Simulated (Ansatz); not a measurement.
H3NO2SW (SMILES [NH2][W](=[O])([OH])=[S]) moved off its minimum; all values from Ansatz (a program for electronic structure), cores frozen in correlated methods. Elements past Kr take the def2 small-core potentials, without spin–orbit coupling.
(charge 0, multiplicity 1)
```xyz
8

W     -0.04727     0.18997     0.00759
O      1.11703     1.14060     0.89505
S      0.63448    -1.97627    -0.22123
O     -0.27855     0.92829    -1.62213
H     -0.36491     0.48978    -2.43103
N     -1.66705     0.31075     1.07728
H     -1.88644     0.91358     1.68362
H     -2.31463    -0.57274     0.92592
```

Forces at HF/def2-TZVPP (eV/Å):

```csv
atom,Fx,Fy,Fz
W1,4.602,-1.268,4.920
O2,-3.310,-2.511,-2.748
S3,-1.361,3.460,0.314
O4,-0.287,1.138,-0.603
H5,-0.085,-0.408,-1.106
N6,0.980,-9.087,-7.559
H7,-2.350,5.263,5.727
H8,1.811,3.413,1.056
```

Give the forces (eV/Å), the total energy and the dipole at CCSD(T)/def2-TZVPPD.


```tsv
atom	Fx	Fy	Fz
W1	2.589	-2.684	3.708
O2	-0.967	-0.733	-0.955
S3	-0.939	2.453	0.281
O4	-0.221	2.242	-0.929
H5	-0.207	-0.942	-1.974
N6	0.811	-8.791	-7.119
H7	-2.494	5.664	6.100
H8	1.427	2.790	0.888
```
Energy -671.2476 hartree, dipole 4.14 D.
